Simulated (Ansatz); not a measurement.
Basis-set series for Cl$_{2}$F$_{4}$W, SMILES `[F][W]([F])([F])([F])([Cl])[Cl]`. The species carries charge 0 and has multiplicity 1. W takes the def2 core potential. All single points use the PBE0-D4/def2-TZVP geometry.

| functional | basis | functions | energy (Eh) | HOMO (eV) | LUMO (eV) |
| --- | --- | --- | --- | --- | --- |
| PBE0-D4 | def2-SVP | 124 | -1385.83103 | -10.07 | -5.16 |
| PBE0-D4 | def2-TZVPP | 264 | -1386.67294 | -9.97 | -4.97 |
| ωB97M-V | def2-SVP | 124 | -1386.27703 | -12.19 | -3.12 |
| ωB97M-V | def2-TZVPP | 264 | -1387.12592 | -12.12 | -2.94 |

Question: Give the rows for def2-QZVPP. (Estimate.)

Answer: The calculation gave: 
```csv
functional,basis,functions,energy (Eh),HOMO (eV),LUMO (eV)
PBE0-D4,def2-QZVPP,449,-1386.72160,-9.97,-4.98
ωB97M-V,def2-QZVPP,449,-1387.17195,-12.14,-2.97
```

All numbers were calculated with Ansatz.
